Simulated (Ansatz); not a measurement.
TaOF₃, SMILES [O]=[Ta]([F])([F])[F], multiplicity 1.

Geometry: B3LYP-D3(BJ)/def2-SVP. The spin state was assumed, not searched. The isomer is the one that the SMILES or the coordinates give; other isomers of the formula were not compared. The def2 effective core potentials stand for the cores of Ta; spin–orbit coupling is left out.

Two levels are set side by side: PBE/def2-SVPD (Ansatz, a quantum-chemistry and plane-wave program) and PBE0/def2-SVPD (Ansatz). Energy differences of separate SCF runs at the same geometry; the states with an electron removed or added have multiplicity 2 and 2. Differences are taken from unrounded values.

```json
[
 {"quantity": "vertical ionisation energy (eV)", "PBE0": "12.73", "PBE": "12.54", "PBE minus PBE0": "-0.19"},
 {"quantity": "vertical singlet–triplet gap (eV)", "PBE0": "5.83", "PBE": "6.20", "PBE minus PBE0": "0.36"}
]
```
